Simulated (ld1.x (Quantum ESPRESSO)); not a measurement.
## Before and after: ultrasoft potential for Se

```
Element                 : selenium
Generator               : ld1.x (Quantum ESPRESSO) 7.5
Type                    : ultrasoft
Functional              : LDA (PZ)
Relativity              : scalar-relativistic
Frozen core             : [Ar] 3d10
Valence charge          : 6
Reference configuration : 4s2 4p4
Partial waves           : 4s (bound): rcut 1.30, rcutus 1.50 bohr; 4s channel at -0.9 Ry: rcut 1.30, rcutus 1.50 bohr; 4p (bound): rcut 1.40, rcutus 1.60 bohr; 4p channel at 2.2 Ry: rcut 1.40, rcutus 1.60 bohr
Local potential         : all-electron potential smoothed inside 1.15 bohr (lloc = -1)
Core correction         : a·sin(br)/r model core inside 0.90 bohr
Augmentation charge     : built from norm-conserving waves at rcut, not smoothed further
```

Change: non-relativistic.

Cutoffs: the cutoffs (Ry, on a coarse ladder) from which the occupation-weighted sum of valence levels, in a spherical-Bessel basis at the reference potential, stays within 10 and 1 mRy of its value at 400 Ry; they do not see the model core or the augmentation charge, which bear on the density cutoff. Errors are all-electron minus pseudo energies relative to the spin-unpolarised reference configuration.

Task: Predict the effect on cutoff, ghosts and configuration errors.

Result: The potential gets neither clearly harder nor softer (15 Ry and 35 Ry → 18 Ry and 25 Ry); a bound ghost appears in s, which as a rule spoils a file; of the 9 tests that both files solve, the error grows in 0 and shrinks in 6 by more than 15 % and 0.3 meV (median size 4.6 → 3.0 meV).

```tsv
quantity	base	changed
cutoff, loose	15 Ry	18 Ry
cutoff, tight	35 Ry	25 Ry
bound ghosts	none	s
error for 4s2 4p3, meV [ΔE 11.01 → 11.03 eV]	-3.4	-1.6
error for 4s2 4p2, meV [ΔE 31.57 → 31.59 eV]	-19	-13
error for 4s2 4p1, meV [ΔE 62.72 → 62.70 eV]	-64	-51
error for 4s2 4p4.3, meV [ΔE -1.64 → -1.65 eV]	+0.3	-0.1
error for 4s2 4p3.5, meV [ΔE 4.39 → 4.40 eV]	-1.0	-0.2
error for 4s1 4p4, meV [ΔE 22.59 → 21.95 eV]	-15	-10
error for 4s2 4p0, meV [ΔE 105.30 → 105.19 eV]	-168	-145
error for 4s2 4p4 (spin-polarised), meV [ΔE -0.59 eV]	+0.1	0.0
error for 4s2 4p3 (spin-polarised), meV [ΔE 9.37 → 9.40 eV]	-4.6	-3.0
s: phases at 1.74 bohr within 0.05 rad from the reference energy up to (Ry; the scan ends near 5)	0.4	to the end of the scan
p: phases at 1.74 bohr within 0.05 rad from the reference energy up to (Ry; the scan ends near 5)	to the end of the scan	to the end of the scan
lowest overlap eigenvalue by channel	s 0.20, p 0.34	s 0.19, p 0.33
```

 A true bound ghost makes a file unfit for plane-wave use even where its test errors are small: the radial tests pick states by their node count and pass the ghost by.
